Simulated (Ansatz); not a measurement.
This geometry of H2 + H2O2Zn (7 atoms, charge 0, multiplicity 1) is a first-order saddle point.

Computed with Ansatz 0.2.0, RKS BLYP-D4/def2-SVP.

```xyz
7
Properties=species:S:1:pos:R:3
Zn 0.249 -0.203 -0.028
O 0.044 0.203 1.892
H -0.559 -0.358 2.426
O -0.540 -0.238 -1.649
H 0.094 -0.510 -2.341
H 1.885 -0.610 0.913
H 1.204 -0.324 1.614
```

Question: Which two structures does it join? (They come from a converged band through this point; their orientation in space is the band's.)

Answer: Bonds broken: H6–H7. Bonds formed: Zn1–H6, O2–H7. H2 + H2O2Zn becomes H4O2Zn.

First end point:

```xyz
7
Properties=species:S:1:pos:R:3
Zn -0.505 -0.014 -0.171
O -0.258 0.345 1.574
H -0.475 -0.431 2.129
O -0.855 -0.180 -1.916
H -0.058 -0.465 -2.407
H 2.607 -0.822 1.844
H 1.923 -0.474 1.775
```

Last end point:

```xyz
7
Properties=species:S:1:pos:R:3
Zn 1.360 -0.314 0.024
O -0.075 0.073 1.718
H -0.685 -0.008 0.920
O -0.337 -0.468 -0.706
H -0.489 -0.270 -1.647
H 2.871 -0.331 0.267
H -0.266 -0.723 2.253
```

Question: How far does it lie above each of them?

Answer: 81.1 kJ/mol above the first and 132.3 kJ/mol above the second. This is the barrier of this one path; another mechanism may lie lower. The orbitals stay closed-shell, which can raise the energy where a bond breaks towards radicals; this wasn't checked here.

Time of the run: 3.2 min on 1 thread of Arm Neoverse V2, with other jobs on the host, peak memory 0.14 GiB.
